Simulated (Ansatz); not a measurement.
Energy profile

The step: SiH₂SF₂ ([F][SiH]([F])[SH]) + H₂O → SiH₂OF₂ ([OH][SiH]([F])[F]) + H₂S; bonds formed: Si1–O7, S2–H6; bonds broken: Si1–S2, H6–O7 (atoms numbered as in the saddle structure below).

```
9
angstrom
Si -0.1356 0.7973 -0.0585
S 1.3849 -0.7548 1.0945
F -1.2381 1.4581 -1.0450
F 1.1576 1.4679 -0.6974
H -0.6890 1.2440 1.2250
H 0.3439 -1.3187 -0.2116
O -0.5116 -0.8132 -0.7125
H 0.5021 -1.1464 2.0283
H -0.8142 -0.9343 -1.6226
```

Electronic energies by CCSD(T) at an estimated basis limit (MP2 extrapolated from triple and quadruple zeta, plus CCSD(T) − MP2 in triple zeta), on PBE0-D4/def2-TZVP structures; SiH4SOF2, singlet; no counterpoise correction. Computed with Ansatz 0.2.0 (basis: def2-TZVPP and def2-QZVPP); correlated methods freeze the cores. Extrapolation: Hartree–Fock as exp(−7.88 √X), correlation as X^−2.97.

Problem. Give the profile in eV, counted from the separated reactants. (An estimate is asked for; the value comes from the calculation.)

Solution. By the calculation:
```tsv
point	eV
separated: SiH2SF2 (linked as [F][SiH]([F])[SH]; Si1, S2, F3, F4, H5, H8; singlet) + H2O (H6, O7, H9; singlet)	0.000
start structure	-0.178
saddle	0.794
end structure	-0.696
separated: SiH2OF2 (linked as [OH][SiH]([F])[F]; Si1, F3, F4, H5, O7, H9; singlet) + H2S (S2, H6, H8; singlet)	-0.618
```

T1 diagnostic: at most 0.012.

For scale, one of the runs: CCSD(T)/def2-TZVPP, 233 basis functions, launched by `ansatz run in.yaml --threads 4 --pin off --events-out ev --progress --plain --max-ram 9574MiB`. The run took 2.3 min on 4 CPU threads of an Arm Neoverse V1 (shared host), with 4.2 GiB of host memory at its peak.
